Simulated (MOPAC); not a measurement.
MOPAC input (PM3):

```
PM3 PRECISE GNORM=0.05 LET XYZ UHF MS=0.5 GEO-OK AUX(PRECISION=9) THREADS=1
C4H5OSi

Si   -2.08559800 1   -0.32704200 1    0.17938700 1
C    -0.27258600 1   -0.05442500 1    0.01055800 1
C     0.77062900 1   -1.04095600 1   -0.16546000 1
C     1.94629200 1   -0.37535300 1   -0.17263600 1
O     1.73467600 1    0.96366800 1   -0.00743400 1
C     0.39333600 1    1.13632700 1    0.10450300 1
H    -2.83009700 1    0.93049000 1   -0.08303400 1
H    -2.54741800 1   -1.42303100 1   -0.70930800 1
H     0.63922600 1   -2.10405900 1   -0.27797200 1
H     2.97217700 1   -0.67869300 1   -0.28232400 1
H     0.06104800 1    2.15097900 1    0.23889000 1
```

From the output:

```
                                                       MOPAC v23.2.5 Linux

          FINAL HEAT OF FORMATION =         20.60375 KCAL/MOL =      86.20610 KJ/MOL

          COSMO AREA              =        137.21 SQUARE ANGSTROMS
          COSMO VOLUME            =        131.18 CUBIC ANGSTROMS

          GRADIENT NORM           =          0.03859          =       0.01163 PER ATOM
          IONIZATION POTENTIAL    =          7.707766 EV
          ALPHA SOMO LUMO (EV)    =         -7.708  0.370
          BETA  SOMO LUMO (EV)    =         -9.419 -1.128
          NO. OF ALPHA ELECTRONS  =         16
          NO. OF BETA  ELECTRONS  =         15
          MOLECULAR WEIGHT        =         97.1684         POINT GROUP:  C1

          MOLECULAR DIMENSIONS (Angstroms)

            Atom       Atom       Distance
            H    10    H     7     6.06448
            H    11    H     8     4.39604
            H    10   Si     1     0.37982

          SCF CALCULATIONS        =         42

   ATOM   CHEMICAL          X               Y               Z
  NUMBER   SYMBOL      (ANGSTROMS)     (ANGSTROMS)     (ANGSTROMS)

     1      Si         -1.99833839  *  -0.30860764  *   0.12168437  *
     2       C         -0.30340626  *  -0.03294435  *  -0.01910917  *
     3       C          0.71674761  *  -1.03964275  *  -0.20033951  *
     4       C          1.93016450  *  -0.39297812  *  -0.16516146  *
     5       O          1.74495905  *   0.96344986  *   0.02895657  *
     6       C          0.38715088  *   1.16954678  *   0.11729463  *
     7       H         -2.89027667  *   0.86253703  *  -0.07739202  *
     8       H         -2.51496339  *  -1.59519293  *  -0.41158387  *
     9       H          0.53244740  *  -2.10238324  *  -0.33504154  *
    10       H          2.96279860  *  -0.71475339  *  -0.25507967  *
    11       H          0.07275902  *   2.19651661  *   0.27781965  *

                             CARTESIAN COORDINATES

   1   Si       -1.998338392    -0.308607645     0.121684368
   2    C       -0.303406260    -0.032944346    -0.019109171
   3    C        0.716747608    -1.039642752    -0.200339508
   4    C        1.930164497    -0.392978115    -0.165161459
   5    O        1.744959047     0.963449861     0.028956572
   6    C        0.387150878     1.169546779     0.117294626
   7    H       -2.890276670     0.862537030    -0.077392019
   8    H       -2.514963394    -1.595192933    -0.411583873
   9    H        0.532447398    -2.102383241    -0.335041542
  10    H        2.962798599    -0.714753391    -0.255079670
  11    H        0.072759017     2.196516607     0.277819649

           Empirical Formula: C4 H5 O Si  =    11 atoms

      MOLECULAR POINT GROUP   :   C1

          ALPHA EIGENVALUES
 -40.85797 -31.61082 -27.71396 -21.02870 -20.62530 -18.78979 -15.62864 -15.08006
 -14.70558 -14.37987 -13.99247 -12.42246 -11.67372 -11.03115  -9.66629  -7.70777
   0.36964   0.69754   1.47421   1.86637   2.08687   2.55059   3.11789   3.94358
   4.01627   4.17543   5.13610   5.61210   5.99737

           BETA EIGENVALUES
 -40.80724 -31.60523 -27.62262 -20.93707 -20.69028 -18.78559 -15.49524 -14.99312
 -14.71482 -14.35865 -13.92844 -12.49263 -11.68126 -10.92437  -9.41931  -1.12807
   0.50633   0.93034   1.62186   1.98555   2.32768   2.57216   3.25991   3.90832
   4.07811   4.25830   5.21168   5.61058   6.02630

              NET ATOMIC CHARGES AND DIPOLE CONTRIBUTIONS

  ATOM NO.   TYPE          CHARGE      No. of ELECS.   s-Pop       p-Pop
    1         Si           0.384935        3.6151     1.01116     2.60391
    2          C          -0.312972        4.3130     1.22774     3.08524
    3          C          -0.143323        4.1433     1.19127     2.95205
    4          C          -0.072925        4.0729     1.20858     2.86434
    5          O          -0.081557        6.0816     1.83359     4.24797
    6          C          -0.033556        4.0336     1.21069     2.82287
    7          H          -0.084300        1.0843     1.08430
    8          H          -0.079870        1.0799     1.07987
    9          H           0.131690        0.8683     0.86831
   10          H           0.145408        0.8546     0.85459
   11          H           0.146470        0.8535     0.85353
 DIPOLE           X         Y         Z       TOTAL
 POINT-CHG.    -0.562    -0.255     0.414     0.743
 HYBRID         0.835     0.158    -0.837     1.193
 SUM            0.273    -0.097    -0.423     0.513

          ATOMIC ORBITAL ELECTRON POPULATIONS

     Atom    s        px        py        pz
    1 Si   1.01116   0.77774   0.88203   0.94414
    2  C   1.22774   1.06986   0.95123   1.06415
    3  C   1.19127   0.91715   0.98508   1.04982
    4  C   1.20858   0.97757   0.83421   1.05256
    5  O   1.83359   1.25055   1.25091   1.74651
    6  C   1.21069   0.82180   0.97448   1.02659
    7  H   1.08430
    8  H   1.07987
    9  H   0.86831
   10  H   0.85459
   11  H   0.85353

                    (SZ)    =    0.500000
                    (S**2)  =    0.983794

          ATOMIC ORBITAL SPIN POPULATIONS

    Atom   Total    s     px     py     pz
         Atomic
    1 Si  1.0863  0.148  0.088  0.102  0.748
    2  C -0.4410 -0.041 -0.064 -0.050 -0.286
    3  C  0.3444  0.025  0.036  0.033  0.250
    4  C -0.3519 -0.024 -0.027 -0.022 -0.280
    5  O  0.0090  0.000 -0.022  0.015  0.015
    6  C  0.5303  0.036  0.026  0.045  0.424
    7  H -0.0712 -0.071
    8  H -0.0720 -0.072
    9  H -0.0219 -0.022
   10  H  0.0219  0.022
   11  H -0.0339 -0.034

 **********************
 *                    *
 * JOB ENDED NORMALLY *
 *                    *
 **********************

 == MOPAC DONE ==
```

The geometry given is a B3LYP-D3(BJ)/def2-TZVP minimum.

The determinant is spin-contaminated: <S^2> is 0.98 against 0.75 for a pure state.
